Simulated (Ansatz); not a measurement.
`[F][Ga]([F])[SH]` + CH₃OH → `C[O][Ga]([F])[SH]` + H–F at 700 K and 1 bar (ligand exchange at a Ga–F bond).

Program: Ansatz. Geometries: PBE0-D4/def2-TZVP. ΔE: electronic, gas phase. CBS: MP2 limit from def2 TZ/QZ plus the TZ coupled-cluster correction, frozen cores. This one scheme is used for every species. For Ga outer-core shells are correlated without core-valence functions, which leaves a few kJ/mol of doubt a bond. Scalar relativity is left out up to krypton. One conformer a species, not always the lowest.

| species | CCSD(T)/CBS energy (Eh) | H − E (kJ/mol) | S (J/(mol·K)) |
| --- | --- | --- | --- |
| `[F][Ga]([F])[SH]` | -2522.02273 | 89.9 | 404.2 |
| CH₃OH | -115.61712 | 170.8 | 288.5 |
| `C[O][Ga]([F])[SH]` | -2537.23701 | 217.0 | 490.2 |
| H–F | -100.39570 | 45.2 | 198.5 |

H − E and S are ideal-gas, rigid-rotor, harmonic terms from PBE0-D4/def2-TZVP, for one conformer and one mirror image of each species. 1 Eh = 2625.50 kJ/mol, R = 8.31446 J/(mol·K).

Problem. By hand: ΔE, ΔH, ΔS and ΔG.

Solution. ΔE = (-2537.23701) + (-100.39570) − (-2522.02273) − (-115.61712) = 0.00714 Eh = 18.7 kJ/mol. Δ(H − E) = 217.0 + 45.2 − 89.9 − 170.8 = 1.5, so ΔH = 20.2 kJ/mol. ΔS = 490.2 + 198.5 − 404.2 − 288.5 = -4.0 J/(mol·K). ΔG = 20.2 − 700 × (-4.0)/1000 = 23.0 kJ/mol.

Problem. By hand: the equilibrium constant, and the temperature at which ΔG would vanish if ΔH and ΔS stayed fixed.

Solution. log₁₀ K = −ΔG/(RT ln 10) = -1.7. ΔH and −TΔS have one sign here, so there is no such temperature.

The number of gas molecules stays the same, so ΔS is small and ΔH decides. A doubt of 5 kJ/mol in ΔE shifts log₁₀ K by 0.4 here. Other conformers and mirror images would add mixing entropy, several J/(mol·K) or more a flexible species. These are equilibria of isolated gas molecules and say nothing of rates. Largest T1 diagnostic: 0.014 (customary marks: 0.02 for closed shells, 0.045 for open ones).

ΔS is within the doubt of such terms, so its sign, and with it that verdict, could turn.
